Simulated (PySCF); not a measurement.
# Correlation energy of Se³⁺ (selenium, charge +3)

[Ar] 3d10 4s2 4p1, 2P determinant. Computed with PySCF 2.14 in def2-SVP, with no relativity, point nucleus. Frozen: [Ar] 3d10; 3 electrons correlated.

MP2 pair energies summed by pair of shells (mhartree):

```csv
pair,energy,share (%)
4s-4s,-21.23,58.2
4s-4p,-15.27,41.8
```

Total MP2 correlation energy: -36.50 mhartree.

Same-spin part -2.16 and opposite-spin part -34.33 mhartree; SCS-MP2 scales them by 1/3 and 6/5 to -41.92 mhartree.

```
  level  correlation energy (mhartree)
   CCSD                         -53.06
    (T)                          -0.45
CCSD(T)                         -53.51
```

Diagnostics: T1 = 0.0076, D1 = 0.0182, largest double amplitude 0.100.

Cost of the coupled-cluster step: 0.12 s of wall time on 1 thread of Intel(R) Xeon(R) Platinum 8375C CPU @ 2.90GHz (shared host), for 3 correlated electrons.
